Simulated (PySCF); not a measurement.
**Question.** Write a Z-matrix for `CC1=CCCP1C1CC1` as optimised with PBE0-D3(BJ)/def2-SVP.

**Answer.** 
Z-matrix in Å and degrees, rows numbered from 1:
```
C 
C   1  1.4925
C   2  1.3417  1  126.50
C   3  1.5006  2  117.77  1   176.99
C   4  1.5350  3  107.65  2    14.42
P   2  1.8459  1  121.18  3   178.57
C   6  1.8377  2   99.05  1   -85.89
C   7  1.5065  6  118.44  2   168.13
C   8  1.4932  7   60.30  6  -107.61
H   1  1.1004  2  111.68  3     0.08
H   1  1.1019  2  111.12  3   121.31
H   1  1.1030  2  110.85  3  -120.48
H   3  1.0971  2  121.98  1    -0.44
H   4  1.1066  3  109.46  2  -106.87
H   4  1.1027  3  111.64  2   136.85
H   5  1.1002  4  113.69  3  -143.19
H   5  1.1012  4  110.34  3    96.67
H   7  1.0965  6  116.08  2   -45.42
H   8  1.0933  7  117.64  9  -108.78
H   8  1.0944  7  117.70  9   108.01
H   9  1.0929  7  117.70  8   108.88
H   9  1.0945  7  117.70  8  -107.87
```

P6 (phosphine phosphorus) is pyramidal (angles 101.8°, 99.0° and 90.1°, sum 290.9°, 0.93 Å off the plane of its three neighbours). The 3-membered ring C7–C8–C9 has internal angles of 59.4° to 60.3°. The 5-membered ring C2–C3–C4–C5–P6 has internal angles of 90.1° to 117.8°; it is puckered, 0.09 Å rms from its mean plane, widest ring torsion 20°. The 3 C–P bonds span 1.838 Å (P6–C7, drawn single) to 1.867 Å (C5–P6, drawn single), a spread of 0.029 Å.

Method used: PySCF 2.14.0, PBE0-D3(BJ)/def2-SVP geometry optimisation, gas phase.

Point group: C1 (no symmetry element, even within 0.4 Å). Stationary, but not proved a minimum. One conformer, not necessarily the lowest (C5–P6–C7–C8 -100°, C2–C3–C4–C5 14°, C3–C4–C5–P6 -20°, C4–C5–P6–C7 -83°, P6–C7–C8–C9 -108°).
